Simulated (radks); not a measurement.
All-electron atom: Sm III in [Xe] 4f4 6s2 (not the ground configuration). All-electron calculation, scalar-relativistic Kohn-Sham, HCTH/407, spin-polarised, spherical densities, finite nucleus; open shells are filled with parallel spins first (spin-orbit coupling, left out, can overturn this in heavy ions); Fermi nuclear charge, rms radius 5.0819 fm. Program: a radial shooting solver on a logarithmic mesh with Libxc functionals.

Local quantities along the radius. ELF = 1/(1 + alpha^2) is the electron localisation function; alpha = (tau - tau_W)/tau_unif compares the Pauli kinetic energy density with that of the uniform gas (summed over spins). tau is taken from the large components.

```
   r/bohr * ELF (the largest magnitude, 1, reaches the edge; | marks zero)
0.0008071 |                                                      *
0.0009396 |                                                      *
 0.001085 |                                                      *
 0.001263 |                                                      *
 0.001471 |                                                      *
 0.001712 |                                                      *
 0.001977 |                                                      *
 0.002302 |                                                      *
  0.00268 |                                                      *
 0.003119 |                                                      *
 0.003603 |                                                      *
 0.004194 |                                                      *
 0.004883 |                                                      *
 0.005684 |                                                      *
 0.006564 |                                                      *
 0.007642 |                                                      *
 0.008897 |                                                      *
  0.01036 |                                                     *
  0.01196 |                                                     *
  0.01392 |                                                   *
  0.01621 |                                                *
  0.01887 |                                           *
  0.02179 |                                   *
  0.02537 |                         *
  0.02954 |                   *
  0.03439 |                 *
  0.03971 |                    *
  0.04623 |                           *
  0.05382 |                                  *
  0.06266 |                                       *
  0.07236 |                                        *
  0.08424 |                                    *
  0.09807 |                            *
   0.1142 |                    *
   0.1319 |                  *
   0.1535 |                        *
   0.1787 |                                  *
    0.208 |                                        *
   0.2402 |                                       *
   0.2797 |                               *
   0.3256 |                *
   0.3791 |           *
   0.4378 |                     *
   0.5096 |                                    *
   0.5933 |                                        *
   0.6907 |                                    *
   0.7977 |                          *
   0.9286 |                 *
    1.081 |                  *
    1.258 |                           *
    1.453 |                                  *
    1.692 |                                 *
     1.97 |                     *
    2.293 |         *
    2.648 |        *
    3.083 |                    *
    3.589 |                                          *
    4.178 |                                                   *
    4.826 |                                                     *
    5.618 |                                                      *
     6.54 |                                                      *
    7.613 |                                                      *
    8.793 |                                                      *
```

On this mesh the ELF has minima near r = 0.034, 0.13, 0.38, 0.93, 2.6 bohr, which separate the shells, and maxima near 0.072 (0.74), 0.21 (0.74), 0.59 (0.74), 1.5 (0.64).
